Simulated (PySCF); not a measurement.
The vertical singlet excitations below were computed for one of the candidates. Level of theory: PySCF, TDDFT wB97X-D/def2-SVPD, vertical, gas phase, core orbitals frozen in the response. Geometries: PBE0-D3(BJ)/def2-SVP, one conformer each.

```json
{"state": "S1", "ν̃ (cm⁻¹)": "43660", "f": "0.0003", "main configurations (H = HOMO, L = LUMO)": "H→L+1 (42%), H-1→L (36%), H→L (12%)"}
{"state": "S2", "ν̃ (cm⁻¹)": "49090", "f": "0.020", "main configurations (H = HOMO, L = LUMO)": "H→L (52%), H-1→L+1 (27%), H→L+1 (11%)"}
{"state": "S3", "ν̃ (cm⁻¹)": "54430", "f": "0.023", "main configurations (H = HOMO, L = LUMO)": "H-2→L (80%)"}
{"state": "S4", "ν̃ (cm⁻¹)": "56080", "f": "0.388", "main configurations (H = HOMO, L = LUMO)": "H→L+1 (29%), H-1→L (29%), H-1→L+1 (18%)"}
{"state": "S5", "ν̃ (cm⁻¹)": "56500", "f": "0.711", "main configurations (H = HOMO, L = LUMO)": "H-1→L+1 (39%), H→L (21%), H-1→L (17%)"}
{"state": "S6", "ν̃ (cm⁻¹)": "57360", "f": "0.069", "main configurations (H = HOMO, L = LUMO)": "H-2→L+1 (77%)"}
{"state": "S7", "ν̃ (cm⁻¹)": "59400", "f": "0.018", "main configurations (H = HOMO, L = LUMO)": "H→L+2 (79%), H→L+3 (13%)"}
{"state": "S8", "ν̃ (cm⁻¹)": "60510", "f": "0.0035", "main configurations (H = HOMO, L = LUMO)": "H-1→L+2 (76%), H-1→L+3 (16%)"}
{"state": "S9", "ν̃ (cm⁻¹)": "62150", "f": "0.025", "main configurations (H = HOMO, L = LUMO)": "H-2→L+2 (65%), H-2→L+3 (18%)"}
{"state": "S10", "ν̃ (cm⁻¹)": "62590", "f": "0.011", "main configurations (H = HOMO, L = LUMO)": "H-4→L (48%), H-3→L (36%)"}
```

Triplets computed (Tamm–Dancoff): 4.16, 4.80, 4.82, 5.19 eV.

Orbital energies (eV): HOMO-3 -10.93, HOMO-2 -9.55, HOMO-1 -9.14, HOMO -8.92, LUMO 1.33, LUMO+1 1.43, LUMO+2 2.31.

Problem. Which structure fits?
A. `COc1cccc(C)c1`
B. `O=C(Cl)c1ccco1`
C. `COCC1=CC=CC=C1`

Solution. C. Its S1, at 5.41 eV, is the highest among the candidates; the nearest of the others has S1 at 5.16 eV. S1 is HOMO→LUMO+1 (42%), HOMO-1→LUMO (36%), HOMO→LUMO (12%). Löwdin shares by element: HOMO carbon 68% or more (atoms not listed hold the other 32%); LUMO carbon 69% or more (atoms not listed hold the other 31%). At the same level the other candidates give, for their lowest levels:
- `O=C(Cl)c1ccco1`: 4.78 eV (f 0.000); 5.04 eV (f 0.384); 6.09 eV (f 0.000); 6.18 eV (f 0.021); 6.50 eV (f 0.034); HOMO -9.43, LUMO -0.50 eV
- `COc1cccc(C)c1`: 5.16 eV (f 0.030); 5.89 eV (f 0.037); 6.67 eV (f 0.008); 6.73 eV (f 0.519); 6.83 eV (f 0.671); T1 4.08 eV; HOMO -8.10, LUMO 1.56 eV

Shape of the structure used: `[CH3:1][O:2][CH2:3][c:4]1[cH:5][cH:6][cH:7][cH:8][cH:9]1`: C1–O2–C3–C4 70°, O2–C3–C4–C5 -142°.
